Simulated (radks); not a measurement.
The numbers below are computed, except where a source is named.
The neodymium ion Nd28+, configuration [Ar] 3d10 4s2 4p2 (the NIST ground configuration).

Level of theory: scalar-relativistic Kohn-Sham, r2SCAN, spin-polarised, spherical densities, finite nucleus; open shells are filled with parallel spins first (spin-orbit coupling, left out, can overturn this in heavy ions); meta-GGA in the generalised Kohn-Sham scheme; Fermi nuclear charge, rms radius 4.9123 fm (a radial shooting solver on a logarithmic mesh with Libxc functionals).

Energy parts (hartree):
| part | energy |
|---|---|
| total | -9229.8808 |
| kinetic | 9847.3729 |
| electron-nucleus | -21219.5584 |
| Hartree | 2330.4439 |
| exchange-correlation | -188.1392 |

Orbitals (lengths in bohr, moments of r in powers of bohr):
orbital	occ.	eigenvalue (hartree)	<r^2>
1s up	1	-1633.359	0.0007601
1s down	1	-1633.284	0.0007601
2s up	1	-294.4173	0.01199
2s down	1	-294.4007	0.01199
2p up	3	-266.9528	0.009588
2p down	3	-266.9016	0.009589
3s up	1	-90.01005	0.07864
3s down	1	-89.96677	0.07859
3p up	3	-81.27120	0.07816
3p down	3	-81.21172	0.07808
3d up	5	-69.37838	0.06537
3d down	5	-69.31411	0.06526
4s up	1	-40.57340	0.3312
4s down	1	-40.14854	0.3315
4p up	2	-37.31790	0.3494
4p down	0	-36.90261	0.3495

The highest occupied level is 4p up at -1015.5 eV. Spin moment in Bohr magnetons: 2.
